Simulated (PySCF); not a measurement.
Compound: C₅H₅FOS (charge -1 and doublet state).
Cartesian coordinates in Å at the GFN2-xTB level; atoms count from 1:
```xyz
13
C5H5FOS angstrom
O     -3.116   -0.194   -0.195
C     -2.042   -0.678    0.137
C     -0.739   -0.489   -0.558
C      0.114    0.473    0.300
C      1.482    0.703   -0.296
F      1.383    1.388   -1.522
C      2.658    0.397    0.175
S      3.479   -0.330    1.374
H     -1.964   -1.262    1.078
H     -0.206   -1.438   -0.648
H     -0.890   -0.054   -1.547
H      0.251    0.055    1.298
H     -0.414    1.430    0.386
```

The hyperfine couplings belong to this conformer and change with its torsions.

The species is `[O-][CH]CCC(F)=C=S` [radical] (charge -1).

Theory: UKS B3LYP, pcH-1 on C F H O S, non-relativistic, mean-field spin-orbit, GIAO (PySCF). Whether the extra electron is bound in the gas phase wasn't checked; a finite basis holds it in any case. A GFN2-xTB geometry isn't a minimum of the functional, and hyperfine couplings can be far from their values at a DFT geometry, by a factor of two or more for some ions and for spin on atoms past the first row. No stability test was run, so a lower SCF solution isn't excluded.

Task: Predict the first-order ENDOR lines of C7, C4, C5, C2, C3, H10/H11, H12/H13 and H9 under fast tumbling at B = 348.3 mT (X band).

Result: ν± = |νn ± a/2|, one line for each electron-spin manifold; νn = |g_N| × 7.62259 MHz/T × B.

| nuclei | isotope | g_N | νn (MHz) | a_iso (MHz) | lower line (MHz) | upper line (MHz) |
| --- | --- | --- | --- | --- | --- | --- |
| C7 | 13C | 1.4048 | 3.73 | 166.16 | 79.35 | 86.81 |
| C4 | 13C | 1.4048 | 3.73 | 37.57 | 15.06 | 22.52 |
| C5 | 13C | 1.4048 | 3.73 | -14.54 | 3.54 | 11.00 |
| C2 | 13C | 1.4048 | 3.73 | 3.42 | 2.02 | 5.44 |
| C3 | 13C | 1.4048 | 3.73 | -2.56 | 2.45 | 5.01 |
| H10/H11 | 1H | 5.5857 | 14.83 | 2.75 | 13.46 | 16.20 |
| H12/H13 | 1H | 5.5857 | 14.83 | 2.26 | 13.70 | 15.96 |
| H9 | 1H | 5.5857 | 14.83 | -0.94 | 14.36 | 15.30 |

The rows for 13C, of low natural abundance, apply to labelled samples.

Task: Which pairs are centred on the nuclear Larmor frequency, and which on half the coupling?

Result: Centred on νn, since |a| < 2νn: C2, C3, H10/H11, H12/H13 and H9. Centred on |a|/2 and split by 2νn: C7, C4 and C5.

Couplings of abundant isotopes left out: F6 (232.7 MHz).

Class means assume fast exchange of nuclei equivalent by connectivity; if that motion is slow, each nucleus keeps its own coupling.

The Mulliken spin populations are largest on C7 (+0.57) and S8 (+0.37).

Time: 85 s (with the writing of density and orbital grids); peak memory 1.0 GiB. Hardware: one thread of an Arm Neoverse V1, shared host with 32 logical CPUs at a one-minute load of 19.

The SMILES draws the unpaired electron on C2; the largest computed Mulliken spin population is on C7 (0.57 against 0.01).
